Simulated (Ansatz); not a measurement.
H₇InO₄Si (`[OH][In-]([OH])([OH])[OH+][SiH3]`), relaxed with RKS PBE-D4/def2-SVP in Ansatz from a rough embedded geometry. The force threshold is 0.03 eV/Å; the program also tests the step.

Charge 0, multiplicity 1. In: def2 effective core potential.

Start:

```xyz
13

O    -0.190   -0.953    2.684
In   -0.564   -0.463    0.820
O    -0.689   -2.136   -0.260
O    -2.229    0.537    0.661
O     0.945    0.714    0.138
Si    0.576    1.033   -1.483
H     0.758   -1.231    2.753
H     0.328   -2.389   -0.438
H    -2.054    1.432    0.896
H     1.729    0.066    0.104
H    -0.710    1.748   -1.579
H     0.497   -0.237   -2.266
H     1.603    1.878   -2.031
```

How much energy does the relaxation release, and in how many steps? (Estimate.)

Ansatz gave: 205.93 kJ/mol, in 25 steps, 1 of them rejected.

Which bonds change most? (An estimate is asked.)

Ansatz gave: In2–O5 from 2.031 to 2.217 Å; In2–O3 from 1.995 to 2.114 Å; O5–Si6 from 1.693 to 1.794 Å.

Give the relaxed structure. (An estimate is asked.)

Computed: 
```xyz
13

O     0.635   -1.301    2.312
In   -0.672   -0.298    1.132
O    -0.578   -0.954   -0.875
O    -2.417    0.625    1.560
O     0.598    1.034   -0.104
Si    0.753    0.370   -1.763
H     0.159   -1.675    3.079
H    -0.251   -1.866   -0.992
H    -2.372    0.972    2.473
H     1.137    1.829    0.052
H    -0.355    0.670   -2.729
H     1.587   -0.861   -2.020
H     1.776    1.457   -2.126
```
